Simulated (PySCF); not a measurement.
H₆S, SMILES [H][S@OH7]([H])([H])([H])([H])[H].

Geometry: ωB97X-D3(BJ)/def2-TZVP.

All values below come from PySCF with HF/def2-TZVPD.

Isolated molecule, no solvent.

### Question
Estimate the frontier levels, gap, dipole moment and polarisability. (An estimate is asked for; the answer gives what the named calculation found.)

### Answer

```
Quantity                                                                                                       Result
---------------------------------------------------------------------------------------------  ----------------------
highest occupied level                                                                                       -9.70 eV
lowest empty level                                                                                            1.25 eV
orbital gap                                                                                                  10.95 eV
dipole moment                                                                                                  0.00 D
quadrupole, principal values (traceless, Buckingham form, about the centre of nuclear charge)    0.00, 0.00, 0.00 D·Å
mean static polarisability                                                                       35.9 bohr³ (5.32 Å³)
polarisability, principal values                                                               35.9, 35.9, 35.9 bohr³
```
